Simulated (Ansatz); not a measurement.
The same molecule with X = O, S, Se. Ansatz, PBE0-D4/def2-TZVP geometries, multiplicity 1.

Scalar relativity is left out up to krypton.

```
 X         molecule  mean X–C bond length / Å  mean X–Si bond length / Å  LUMO energy (PBE/def2-TZVPP) / eV  HOMO energy (PBE/def2-TZVPP) / eV  zero-point energy (PBE0-D4/def2-TZVP) / kJ/mol
 S     `C#CS[SiH3]`                     1.681                      2.155                              -1.24                              -5.86                                           119.3
Se  `C#C[Se][SiH3]`                     1.826                      2.294                              -1.37                              -5.71                                           116.7
```

Task: Give the row for X = O, `C#CO[SiH3]`. (An estimate is asked.)

Result: Computed: 
```
X      molecule  mean X–C bond length / Å  mean X–Si bond length / Å  LUMO energy (PBE/def2-TZVPP) / eV  HOMO energy (PBE/def2-TZVPP) / eV  zero-point energy (PBE0-D4/def2-TZVP) / kJ/mol
O  `C#CO[SiH3]`                     1.291                      1.682                              -1.28                              -6.04                                           126.6
```

From O to Se the mean X–C bond length rises at each step, by 0.535 Å in all; the mean X–Si bond length rises at each step, by 0.612 Å in all; the LUMO energy (PBE/def2-TZVPP) isn't monotonic: highest at S, lowest at Se; the HOMO energy (PBE/def2-TZVPP) rises at each step, by 0.33 eV in all; the zero-point energy (PBE0-D4/def2-TZVP) falls at each step, by 9.9 kJ/mol in all. Bonds lengthen as the atom grows down the group.

Spin–orbit coupling is left out; it splits and shifts lone-pair levels of the heavy atoms by tenths of an eV.
